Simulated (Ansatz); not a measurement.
TaOBr₂, SMILES [O]=[Ta]([Br])[Br] (connectivity only; charge and spin as stated), neutral, multiplicity 2.

Geometry: B3LYP-D3(BJ)/def2-SVP. The spin state was assumed, not searched. The def2 effective core potentials stand for the cores of Ta; spin–orbit coupling is left out.

Two levels are set side by side: PBE/def2-TZVPD (Ansatz, a quantum-chemistry and plane-wave program) and CAM-B3LYP/def2-TZVPD (Ansatz). Energy differences of separate SCF runs at the same geometry; the states with an electron removed or added have multiplicity 1 and 1. Differences are taken from unrounded values.

```csv
quantity,CAM-B3LYP
vertical ionisation energy (eV),9.17
vertical electron affinity (eV),1.90
```

Problem. What does PBE give, and how far is it from CAM-B3LYP? (An estimate is asked for; the answer gives what the named calculation found.)

Solution. 
```json
[
 {"quantity": "vertical ionisation energy (eV)", "PBE": "8.70", "PBE minus CAM-B3LYP": "-0.47"},
 {"quantity": "vertical electron affinity (eV)", "PBE": "1.72", "PBE minus CAM-B3LYP": "-0.18"}
]
```
